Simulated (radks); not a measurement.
Excited configurations of Sm3+: one electron is placed in a higher orbital outside [Xe] 4f4. The ground configuration is [Xe] 4f5. Method: scalar-relativistic Kohn-Sham, PBE, spin-unpolarised, spherical densities, finite nucleus; Fermi nuclear charge, rms radius 5.0819 fm; computed with a radial shooting solver on a logarithmic mesh with Libxc functionals. Excitation = E - E(ground); binding = E(ion) - E, where the ion is the core of charge +4; n* = 4/sqrt(2 binding) in atomic units, and the quantum defect is n - n*.

outer orbital  excitation (eV)  binding (eV)  quantum defect  eigenvalue (eV)  <r> (bohr)
5d                      10.505        31.480           2.370          -26.279       2.121
6d                      26.480        15.504           2.253          -13.535       4.736
6f                      32.555         9.430           1.195           -8.174       7.316
7s                      26.900        15.085           3.201          -13.464       5.581
7f                      35.405         6.580           1.248           -5.818       11.20

The Delta-SCF ionisation energy is 41.985 eV (NIST Atomic Spectra Database: 41.6 eV, semi-empirical). Self-interaction in the functional shifts the binding energies and quantum defects, so they are the method's values and not measured ones. Spin polarisation and multiplet splitting are left out, so open shells lie too high by an amount that depends on their filling. Spin-orbit splitting is averaged out at the scalar-relativistic level.

Beside tabulated values, note that spin-unpolarised runs miss the spin-polarisation part of the exchange energy of open shells.
